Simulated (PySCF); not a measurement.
**Working out the ionisation energy of Zr⁺**

Zr⁺ [Kr] 4d2 5s1 (4F) → Zr²⁺ [Kr] 4d2 (3F). Computed with PySCF 2.14 in x2c-SVPall (6s5p5d1f, 53 functions), with the spin-free X2C one-electron Hamiltonian (Gaussian nucleus). Frozen: [Kr]. Energies in hartree (1 hartree = 27.21139 eV):

```csv
part,Zr⁺ (lower),Zr²⁺ (upper)
UHF,-3595.667447,-3595.216367
MP2 opposite-spin,0.000000,0.000000
MP2 same-spin,-0.008473,-0.002809
```

**Question.** What does Hartree-Fock give?

**Answer.** (-3595.216367) − (-3595.667447) = 0.451080 hartree = 12.275 eV.

**Question.** What do MP2 and SCS-MP2 (6/5 opposite-spin, 1/3 same-spin) give?

**Answer.** The opposite-spin parts differ by 0.000 eV and the same-spin parts by 0.154 eV. MP2: 12.275 + (0.000) + (0.154) = 12.429 eV. SCS-MP2: 12.275 + 1.2 × (0.000) + (0.154)/3 = 12.326 eV.

Reference: 13.13 eV (measured; NIST Atomic Spectra Database, ionization energies), between the lowest levels; spin-orbit coupling is absent from the calculation.

A double-zeta basis recovers only part of the correlation energy.

What remains against the reference includes basis incompleteness, the frozen core and correlation beyond second order.
